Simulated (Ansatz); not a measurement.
Ansatz (a first-principles code) input (B3LYP-D3(BJ)/def2-TZVP):

Ansatz 0.2 input:
```yaml
crystal:
  periodic: [false, false, false]
  atoms:
    - {symbol: Si, position_ang: [0.07645822, -0.77251095, -0.00097802]}
    - {symbol: N, position_ang: [1.42634871, 0.22521230, -0.41725339]}
    - {symbol: N, position_ang: [-1.36123490, -0.09713411, 0.68163865]}
    - {symbol: H, position_ang: [-0.32693046, -1.43329937, -1.23570689]}
    - {symbol: H, position_ang: [2.04827015, 0.57998635, 0.29017828]}
    - {symbol: H, position_ang: [1.34056142, 0.89627545, -1.16869684]}
    - {symbol: H, position_ang: [-1.43314374, 0.09894221, 1.66563547]}
    - {symbol: H, position_ang: [-1.90731552, 0.56987708, 0.15361429]}
basis:
  gaussian:
    orbitals: def2-TZVP
hamiltonian:
  xc: b3lyp
  dispersion: d3bj
magnetization: {spin_polarized: true, initial_magnetization: 1}
relax: {f_tol: 0.002, max_steps: 150}
```

Output:

```
Functional definition: B3LYP
integrals: 0.04 GiB planned
791 factors; their error is unknown
0.19 GiB of the device are held for the grids
0.47 GiB of device memory are held for the factors and their scratch space
mean field: 0.49 GiB planned
mean field evaluation 1: about -10927.5753 eV, gradient 6.1e1 eV
mean field evaluation 2: about -10895.8201 eV, gradient 9.3e1 eV
mean field evaluation 4: about -10941.2747 eV, gradient 3.4e0 eV
mean field evaluation 8: about -10941.3357 eV, gradient 1.6e-1 eV
mean field evaluation 16: about -10941.3609 eV, gradient 1.4e-4 eV
mean field -10941.36088218 eV, -402.0875960994 hartree, gradient 8.6e-6 eV, S^2 0.751227; 0 other end points of the search recorded, 0 dependent functions left out
the calculation of the forces begins
reference -10941.36111549 eV, -402.0876046733 hartree; 17, 16 occupied and 112, 113 virtual orbitals, 791 factors
relax step   1: F+E_penalty+E_count = -10941.60254049 eV  Δ(F+E_penalty+E_count) = +0.000e0 eV  max|allowed force component| = 4.374e-1 eV/Å  Δτ_max = 0.0000 Å  (31 SCF iters, accepted)
these checks for a lower state are left out or cut short: starts, cluster_reference, orbital_swaps, neighbouring_geometries, increment
integrals: 0.04 GiB planned
791 factors; their error is unknown
0.19 GiB of the device are held for the grids
0.47 GiB of device memory are held for the factors and their scratch space
mean field: 0.49 GiB planned
mean field -10941.38878608 eV, -402.0886215489 hartree, gradient 1.9e-5 eV, S^2 0.751245; 0 other end points of the search recorded, 0 dependent functions left out
the calculation of the forces begins
reference -10941.38901984 eV, -402.0886301391 hartree; 17, 16 occupied and 112, 113 virtual orbitals, 791 factors
relax step   2: F+E_penalty+E_count = -10941.63002617 eV  Δ(F+E_penalty+E_count) = -2.749e-2 eV  max|allowed force component| = 1.743e-1 eV/Å  Δτ_max = 0.0857 Å  (32 SCF iters, accepted)
these checks for a lower state are left out or cut short: starts, cluster_reference, orbital_swaps, neighbouring_geometries, increment
integrals: 0.04 GiB planned
791 factors; their error is unknown
0.19 GiB of the device are held for the grids
0.47 GiB of device memory are held for the factors and their scratch space
mean field: 0.49 GiB planned
mean field evaluation 32: about -10941.3977 eV, gradient 1.3e-5 eV
mean field -10941.39771224 eV, -402.0889495790 hartree, gradient 3.2e-5 eV, S^2 0.751411; 0 other end points of the search recorded, 0 dependent functions left out
the calculation of the forces begins
reference -10941.39794392 eV, -402.0889580932 hartree; 17, 16 occupied and 112, 113 virtual orbitals, 791 factors
relax step   3: F+E_penalty+E_count = -10941.63879164 eV  Δ(F+E_penalty+E_count) = -8.765e-3 eV  max|allowed force component| = 9.825e-1 eV/Å  Δτ_max = 0.1992 Å  (33 SCF iters, accepted)
these checks for a lower state are left out or cut short: starts, cluster_reference, orbital_swaps, neighbouring_geometries, increment
integrals: 0.04 GiB planned
791 factors; their error is unknown
0.19 GiB of the device are held for the grids
0.47 GiB of device memory are held for the factors and their scratch space
mean field: 0.49 GiB planned
mean field -10941.38834274 eV, -402.0886052565 hartree, gradient 1.8e-5 eV, S^2 0.751535; 0 other end points of the search recorded, 0 dependent functions left out
the calculation of the forces begins
reference -10941.38857554 eV, -402.0886138117 hartree; 17, 16 occupied and 112, 113 virtual orbitals, 791 factors
relax step   4: F+E_penalty+E_count = -10941.62728778 eV  Δ(F+E_penalty+E_count) = +1.150e-2 eV  max|allowed force component| = 9.264e-1 eV/Å  Δτ_max = 0.2000 Å  (32 SCF iters, rejected (line search))
these checks for a lower state are left out or cut short: starts, cluster_reference, orbital_swaps, neighbouring_geometries, increment
integrals: 0.04 GiB planned
791 factors; their error is unknown
[...]
the calculation of the forces begins
reference -10941.55358238 eV, -402.0946777011 hartree; 17, 16 occupied and 112, 113 virtual orbitals, 791 factors
relax step  21: F+E_penalty+E_count = -10941.79823928 eV  Δ(F+E_penalty+E_count) = -3.063e-2 eV  max|allowed force component| = 3.444e-1 eV/Å  Δτ_max = 0.0976 Å  (32 SCF iters, accepted)
these checks for a lower state are left out or cut short: starts, cluster_reference, orbital_swaps, neighbouring_geometries, increment
integrals: 0.04 GiB planned
791 factors; their error is unknown
0.19 GiB of the device are held for the grids
0.47 GiB of device memory are held for the factors and their scratch space
mean field: 0.49 GiB planned
mean field -10941.55562504 eV, -402.0947527676 hartree, gradient 1.6e-5 eV, S^2 0.752262; 0 other end points of the search recorded, 0 dependent functions left out
the calculation of the forces begins
reference -10941.55585766 eV, -402.0947613162 hartree; 17, 16 occupied and 112, 113 virtual orbitals, 791 factors
relax step  22: F+E_penalty+E_count = -10941.80107968 eV  Δ(F+E_penalty+E_count) = -2.840e-3 eV  max|allowed force component| = 1.602e-1 eV/Å  Δτ_max = 0.1000 Å  (32 SCF iters, accepted)
these checks for a lower state are left out or cut short: starts, cluster_reference, orbital_swaps, neighbouring_geometries, increment
integrals: 0.04 GiB planned
791 factors; their error is unknown
0.19 GiB of the device are held for the grids
0.47 GiB of device memory are held for the factors and their scratch space
mean field: 0.49 GiB planned
mean field -10941.54618993 eV, -402.0944060336 hartree, gradient 1.6e-5 eV, S^2 0.752303; 0 other end points of the search recorded, 0 dependent functions left out
the calculation of the forces begins
reference -10941.54642231 eV, -402.0944145735 hartree; 17, 16 occupied and 112, 113 virtual orbitals, 791 factors
relax step  23: F+E_penalty+E_count = -10941.79183579 eV  Δ(F+E_penalty+E_count) = +9.244e-3 eV  max|allowed force component| = 1.746e-1 eV/Å  Δτ_max = 0.1221 Å  (32 SCF iters, rejected (line search))
these checks for a lower state are left out or cut short: starts, cluster_reference, orbital_swaps, neighbouring_geometries, increment
integrals: 0.04 GiB planned
791 factors; their error is unknown
0.19 GiB of the device are held for the grids
0.47 GiB of device memory are held for the factors and their scratch space
mean field: 0.49 GiB planned
mean field -10941.55504797 eV, -402.0947315605 hartree, gradient 2.1e-5 eV, S^2 0.752300; 0 other end points of the search recorded, 0 dependent functions left out
the calculation of the forces begins
reference -10941.55528030 eV, -402.0947400985 hartree; 17, 16 occupied and 112, 113 virtual orbitals, 791 factors
relax step  24: F+E_penalty+E_count = -10941.80068039 eV  Δ(F+E_penalty+E_count) = +3.993e-4 eV  max|allowed force component| = 1.711e-1 eV/Å  Δτ_max = 0.0610 Å  (32 SCF iters, rejected (line search))
these checks for a lower state are left out or cut short: starts, cluster_reference, orbital_swaps, neighbouring_geometries, increment
integrals: 0.04 GiB planned
791 factors; their error is unknown
0.19 GiB of the device are held for the grids
0.47 GiB of device memory are held for the factors and their scratch space
mean field: 0.49 GiB planned
mean field -10941.55805001 eV, -402.0948418834 hartree, gradient 1.1e-5 eV, S^2 0.752254; 0 other end points of the search recorded, 0 dependent functions left out
the calculation of the forces begins
reference -10941.55828284 eV, -402.0948504397 hartree; 17, 16 occupied and 112, 113 virtual orbitals, 791 factors
relax step  25: F+E_penalty+E_count = -10941.80335167 eV  Δ(F+E_penalty+E_count) = -2.272e-3 eV  max|allowed force component| = 3.816e-2 eV/Å  Δτ_max = 0.0291 Å  (33 SCF iters, accepted)
these checks for a lower state are left out or cut short: starts, cluster_reference, orbital_swaps, neighbouring_geometries, increment
integrals: 0.04 GiB planned
791 factors; their error is unknown
0.19 GiB of the device are held for the grids
0.47 GiB of device memory are held for the factors and their scratch space
mean field: 0.49 GiB planned
mean field evaluation 192: about -10941.5582 eV, gradient 7.3e-5 eV
mean field -10941.55818435 eV, -402.0948468203 hartree, gradient 1.0e-5 eV, S^2 0.752275; 0 other end points of the search recorded, 0 dependent functions left out
the calculation of the forces begins
reference -10941.55841700 eV, -402.0948553701 hartree; 17, 16 occupied and 112, 113 virtual orbitals, 791 factors
relax step  26: F+E_penalty+E_count = -10941.80355117 eV  Δ(F+E_penalty+E_count) = -1.995e-4 eV  max|allowed force component| = 2.433e-2 eV/Å  Δτ_max = 0.0137 Å  (33 SCF iters, accepted)
these checks for a lower state are left out or cut short: starts, cluster_reference, orbital_swaps, neighbouring_geometries, increment
integrals: 0.04 GiB planned
791 factors; their error is unknown
0.19 GiB of the device are held for the grids
0.47 GiB of device memory are held for the factors and their scratch space
mean field: 0.49 GiB planned
mean field -10941.55809218 eV, -402.0948434332 hartree, gradient 1.6e-5 eV, S^2 0.752263; 0 other end points of the search recorded, 0 dependent functions left out
the calculation of the forces begins
reference -10941.55832482 eV, -402.0948519826 hartree; 17, 16 occupied and 112, 113 virtual orbitals, 791 factors
relax step  27: F+E_penalty+E_count = -10941.80351600 eV  Δ(F+E_penalty+E_count) = +3.517e-5 eV  max|allowed force component| = 3.258e-2 eV/Å  Δτ_max = 0.0028 Å  (27 SCF iters, rejected (line search))
these checks for a lower state are left out or cut short: starts, cluster_reference, orbital_swaps, neighbouring_geometries, increment
integrals: 0.04 GiB planned
791 factors; their error is unknown
0.19 GiB of the device are held for the grids
0.47 GiB of device memory are held for the factors and their scratch space
mean field: 0.49 GiB planned
mean field -10941.55821987 eV, -402.0948481256 hartree, gradient 8.4e-6 eV, S^2 0.752273; 0 other end points of the search recorded, 0 dependent functions left out
the calculation of the forces begins
reference -10941.55845255 eV, -402.0948566765 hartree; 17, 16 occupied and 112, 113 virtual orbitals, 791 factors
relax step  28: F+E_penalty+E_count = -10941.80358351 eV  Δ(F+E_penalty+E_count) = -3.233e-5 eV  max|allowed force component| = 6.865e-3 eV/Å  Δτ_max = 0.0014 Å  (26 SCF iters, accepted)
these checks for a lower state are left out or cut short: starts, cluster_reference, orbital_swaps, neighbouring_geometries, increment
integrals: 0.04 GiB planned
791 factors; their error is unknown
0.19 GiB of the device are held for the grids
0.47 GiB of device memory are held for the factors and their scratch space
mean field: 0.49 GiB planned
mean field -10941.55829594 eV, -402.0948509212 hartree, gradient 1.0e-5 eV, S^2 0.752270; 0 other end points of the search recorded, 0 dependent functions left out
the calculation of the forces begins
reference -10941.55852867 eV, -402.0948594740 hartree; 17, 16 occupied and 112, 113 virtual orbitals, 791 factors
relax step  29: F+E_penalty+E_count = -10941.80359897 eV  Δ(F+E_penalty+E_count) = -1.546e-5 eV  max|allowed force component| = 8.712e-3 eV/Å  Δτ_max = 0.0064 Å  (34 SCF iters, accepted)
these checks for a lower state are left out or cut short: starts, cluster_reference, orbital_swaps, neighbouring_geometries, increment
integrals: 0.04 GiB planned
791 factors; their error is unknown
0.19 GiB of the device are held for the grids
0.47 GiB of device memory are held for the factors and their scratch space
mean field: 0.49 GiB planned
mean field -10941.55826007 eV, -402.0948496031 hartree, gradient 2.7e-5 eV, S^2 0.752273; 0 other end points of the search recorded, 0 dependent functions left out
the calculation of the forces begins
reference -10941.55849280 eV, -402.0948581555 hartree; 17, 16 occupied and 112, 113 virtual orbitals, 791 factors
relax step  30: F+E_penalty+E_count = -10941.80361332 eV  Δ(F+E_penalty+E_count) = -1.435e-5 eV  max|allowed force component| = 1.798e-3 eV/Å  Δτ_max = 0.0028 Å  (25 SCF iters, accepted)
integrals: 0.04 GiB planned
791 factors; their error is unknown
0.19 GiB of the device are held for the grids
0.47 GiB of device memory are held for the factors and their scratch space
mean field: 0.49 GiB planned
mean field evaluation 224: about -10897.1475 eV, gradient 9.6e1 eV
mean field -10941.55826007 eV, -402.0948496031 hartree, gradient 2.7e-5 eV, S^2 0.752273; 1 other end points of the search recorded, 0 dependent functions left out
the calculation of the forces begins
reference -10941.55849280 eV, -402.0948581555 hartree; 17, 16 occupied and 112, 113 virtual orbitals, 791 factors
Total energy: -10941.80384604 eV, -402.1038747209 hartree
Atom 0 at     0.073089    -0.782512    -0.017003 Å, force     0.001005    -0.000110     0.001163 eV/Å
Atom 1 at     1.188989     0.446624    -0.490663 Å, force    -0.000966    -0.000846    -0.001798 eV/Å
Atom 2 at    -1.188567     0.020654     0.827259 Å, force    -0.000515    -0.000746     0.000928 eV/Å
Atom 3 at    -0.296442    -1.435365    -1.317756 Å, force    -0.000218    -0.000506    -0.001035 eV/Å
Atom 4 at     1.602584     1.056715     0.197902 Å, force    -0.000271     0.000117     0.000750 eV/Å
Atom 5 at     1.812175     0.290983    -1.268169 Å, force     0.001295     0.001108    -0.000299 eV/Å
Atom 6 at    -1.776676    -0.447593     1.494739 Å, force    -0.001081     0.001527    -0.000226 eV/Å
Atom 7 at    -1.552138     0.917843     0.542123 Å, force     0.000749    -0.000542     0.000517 eV/Å
Dipole moment:     0.041331     0.219745     0.067139 e Å
```

It need not be the lowest isomer of its formula.
